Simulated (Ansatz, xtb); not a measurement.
# Relaxing a trial structure of CH3BF2Se

The starting geometry of this gas-phase singlet was built from a drawn formula by distance geometry and a force field; its bonds are those of `B[C@H](F)[Se]F`.

```yaml
atoms:
  - { symbol: C, position_ang: [-0.7465, 0.9309, -0.0429] }
  - { symbol: B, position_ang: [-1.2019, 0.3112, -1.3918] }
  - { symbol: F, position_ang: [-1.7621, 1.7566, 0.4803] }
  - { symbol: F, position_ang: [0.9587, 2.3432, 1.5293] }
  - { symbol: Se, position_ang: [0.8922, 1.9261, -0.2554] }
  - { symbol: H, position_ang: [-1.2809, -0.8464, -1.5216] }
  - { symbol: H, position_ang: [-1.4357, 1.0054, -2.3449] }
  - { symbol: H, position_ang: [-0.5459, 0.1072, 0.6728] }
```

Problem. Predict what becomes of its bonds when it is optimised with r2SCAN-D4/def2-SVP.

Solution. A new bond forms, giving a structure given below by its coordinates. Contacts that close: B2–Se5 (2.88 → 2.13 Å).

The energy falls by 0.91 eV over 15 steps:

| step | E − E(last) (eV) |
| --- | --- |
| 1 | 0.913 |
| 3 | 0.618 |
| 4 | 0.539 |
| 6 | 0.362 |
| 7 | 0.230 |
| 9 | 0.067 |
| 10 | 0.056 |
| 12 | 0.001 |
| 13 | 0.000 |
| 15 | 0.000 |

Final geometry (Å):

```xyz
8

C    -1.3100    0.9927    0.1727
B    -0.8226    0.5041   -1.2109
F    -2.3834    1.7880    0.3160
F     1.5293    1.1396    0.5928
Se    0.3853    2.0558   -0.4019
H    -0.1753   -0.5095   -1.2951
H    -1.3374    1.0121   -2.1832
H    -1.0081    0.5515    1.1353
```

From the same start GFN2-xTB reaches the same bonding as this run.

No frequencies were run, so the end isn't proven a minimum. Run with Ansatz 0.2.0, 40 s on 2 threads of Arm Neoverse V2, with other jobs on the host.
